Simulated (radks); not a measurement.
Task: Isoelectronic series with 28 electrons, all held in the configuration [Ar] 3d8 4s2, which need not be the ground one along the series. All-electron calculation, scalar-relativistic Kohn-Sham, PBE, spin-polarised, spherical densities, point nucleus; open shells are filled with parallel spins first (spin-orbit coupling, left out, can overturn this in heavy ions). Program: a radial shooting solver on a logarithmic mesh with Libxc functionals. Total energies (hartree) and orbital eigenvalues (hartree):

| ion | E (hartree) | 4s down | 4s up |
|---|---|---|---|
| Ni | -1520.57349 | -0.20074 | -0.21352 |
| Zn2+ | -1794.08868 | -1.01052 | -1.02809 |
| Ge4+ | -2092.66937 | -2.15232 | -2.17373 |
| Se6+ | -2416.33089 | -3.58832 | -3.61331 |
| Sr10+ | -3139.38349 | -7.29684 | -7.32872 |
| Zr12+ | -3539.12008 | -9.56102 | -9.59628 |
| Mo14+ | -3964.60696 | -12.09689 | -12.13553 |

Estimate the row of Kr8+.

Result: E (hartree) -2765.18327; 4s down -5.30510; 4s up -5.33356.
